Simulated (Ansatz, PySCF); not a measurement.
C2H9FOSi2, SMILES O[C@@H](C[SiH2]F)[SiH3]. Atoms are numbered in the order given.

```xyz
15

O     -1.3105     0.1632    -2.1829
C     -0.5522    -0.3196    -1.0708
Si    -1.7010    -1.3583     0.0539
C      0.2042     0.8092    -0.3591
Si     1.4475     0.2944     0.9572
F      2.4735     1.5451     1.1766
H     -1.9264     0.8321    -1.8526
H      0.1864    -1.0108    -1.5133
H     -0.9497    -1.9241     1.2168
H     -2.7750    -0.4556     0.5691
H     -2.3173    -2.4655    -0.7259
H     -0.5086     1.5179     0.1030
H      0.7655     1.3863    -1.1170
H      0.8047     0.0127     2.2670
H      2.2412    -0.8795     0.5013
```

Geometry: B3LYP-D3(BJ)/def2-SVP. The structure was generated by enumeration; whether it is a known compound was not checked. The values are those of a single conformer.

Two levels are set side by side: PBE-D3(BJ)/def2-SVP (Ansatz, an electronic-structure program) and B3LYP-D3(BJ)/def2-SVP (Ansatz). Each level has its own optimised geometry; the coordinates shown are those of the second. Frequencies come from the Hessian of PySCF at each geometry. Differences are taken from unrounded values.

| quantity | B3LYP-D3(BJ) | PBE-D3(BJ) | PBE-D3(BJ) minus B3LYP-D3(BJ) |
|---|---|---|---|
| mean bond length (Å) | 1.438 | 1.448 | 0.010 |
| bond O1–C2 (Å) | 1.430 | 1.434 | 0.004 |
| bond C2–Si3 (Å) | 1.914 | 1.923 | 0.009 |
| bond C2–C4 (Å) | 1.534 | 1.536 | 0.002 |
| bond C4–Si5 (Å) | 1.882 | 1.890 | 0.008 |
| bond Si5–F6 (Å) | 1.632 | 1.644 | 0.011 |
| bond O1–H7 (Å) | 0.967 | 0.976 | 0.009 |
| bond C2–H8 (Å) | 1.104 | 1.113 | 0.009 |
| bond Si3–H9 (Å) | 1.496 | 1.510 | 0.014 |
| bond Si3–H10 (Å) | 1.495 | 1.508 | 0.013 |
| bond Si3–H11 (Å) | 1.488 | 1.501 | 0.013 |
| bond C4–H12 (Å) | 1.106 | 1.114 | 0.008 |
| bond C4–H13 (Å) | 1.106 | 1.114 | 0.008 |
| bond Si5–H14 (Å) | 1.486 | 1.500 | 0.014 |
| bond Si5–H15 (Å) | 1.489 | 1.503 | 0.015 |
| highest harmonic wavenumber (cm⁻¹) | 3795 | 3679 | -117 |
| mean harmonic wavenumber (cm⁻¹) | 1182 | 1145 | -36 |
| zero-point energy (kcal/mol) | 65.88 | 63.85 | -2.03 |

GGA bonds tend to be longer and softer than those of functionals with exact exchange. Differences between two approximate levels are no errors against the true value.
